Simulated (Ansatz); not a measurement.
Molecule: CH3Cd, net charge 1, singlet state. SMILES: [CH3][Cd+]
Geometry from a B3LYP-D3(BJ)/def2-TZVP (Ansatz, a first-principles code) optimisation:
```xyz
5

Cd    -0.2535    -0.1512    -0.2064
C      1.2957     0.7729     1.0550
H      1.7547    -0.0834     1.5369
H      0.7190     1.4180     1.7089
H      1.9194     1.2861     0.3312
```
Charge +1, spin multiplicity 1.

Quantity: vertical ionisation energy (to the doublet state of charge +2; each state is the SCF solution reached for its spin; the molecule has degenerate orbitals, so one determinant may break the symmetry; for the singlet the Hartree-Fock reference is unstable and T1 is 0.017), in eV. Correlated levels leave the core frozen unless marked. Open shells are spin-unrestricted. No spin-orbit coupling. The frozen core is the preceding noble-gas configuration, with the filled d and f shells of earlier blocks. Past Kr the def2 sets carry scalar-relativistic core potentials. CBS(X,Y): correlation extrapolated as X^-3; Hartree-Fock from the larger set. [CCSD(T)-MP2]/basis is that difference in the basis named.

```tsv
level	program	vertical ionisation energy (eV)
r2SCAN/def2-TZVPD	Ansatz	16.44
BHLYP/def2-TZVPD	Ansatz	16.05
CAM-B3LYP/def2-TZVPD	Ansatz	16.46
SCS-MP2/def2-SVPD	Ansatz	16.00
```

Q: What does RI-MP2/CBS(def2-TZVPPD,def2-QZVPPD)+[CCSD(T)-MP2]/def2-TZVPPD (Ansatz) give?

A: 16.43 eV
